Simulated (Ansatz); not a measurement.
`[CH2]1[AlH][Se]1` and `[CH2]1[GaH][Se]1` differ in one element.

Ansatz, PBE0-D4/def2-TZVP geometries, multiplicity 1. 

Scalar relativity is left out up to krypton.

| property | `[CH2]1[AlH][Se]1` |
| --- | --- |
| HOMO–LUMO gap (PBE/def2-TZVPP) / eV | 3.51 |
| LUMO energy (B3LYP/def2-TZVPP) / eV | -1.57 |
| LUMO energy (PBE/def2-TZVPP) / eV | -2.10 |
| size of the dipole moment (ωB97M-V/def2-TZVPP) / D | 2.35 |
| HOMO energy (ωB97M-V/def2-TZVPP) / eV | -8.74 |
| HOMO–LUMO gap (B3LYP/def2-TZVPP) / eV | 4.84 |

**Question.** Give the same properties after the change, and the shifts. (An estimate is asked.)

**Answer.** Ansatz gave: 
| property | `[CH2]1[GaH][Se]1` | shift |
| --- | --- | --- |
| HOMO–LUMO gap (PBE/def2-TZVPP) / eV | 3.30 | -0.21 |
| LUMO energy (B3LYP/def2-TZVPP) / eV | -1.75 | -0.18 |
| LUMO energy (PBE/def2-TZVPP) / eV | -2.24 | -0.14 |
| size of the dipole moment (ωB97M-V/def2-TZVPP) / D | 2.55 | 0.20 |
| HOMO energy (ωB97M-V/def2-TZVPP) / eV | -8.66 | 0.08 |
| HOMO–LUMO gap (B3LYP/def2-TZVPP) / eV | 4.60 | -0.24 |

With PBE0 the HOMO rises by 0.08 eV and the LUMO falls by 0.12 eV, so the gap narrows by about 0.20 eV. PBE moves the HOMO by 0.07 eV and ωB97M-V by 0.08 eV. Dipoles are sizes alone; their direction can turn.

B3LYP here is the variant with VWN-RPA as its local correlation; programs differ in this.

Spin–orbit coupling is left out; it splits and shifts lone-pair levels of the heavy atoms by tenths of an eV.
